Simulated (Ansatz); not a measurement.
`[Cl][GeH][Br]` radical, charge 0, multiplicity 2.

**Question.** Give a relaxed structure at PBE0-D4/def2-TZVP (Ansatz). (Estimate.)

**Answer.** The calculation gave: 
```xyz
4

Cl    0.0452    0.0722   -1.9764
Ge   -0.1570   -0.5341    0.0788
Br   -1.1712    1.1691    1.2577
H     1.2829   -0.7072    0.6400
```
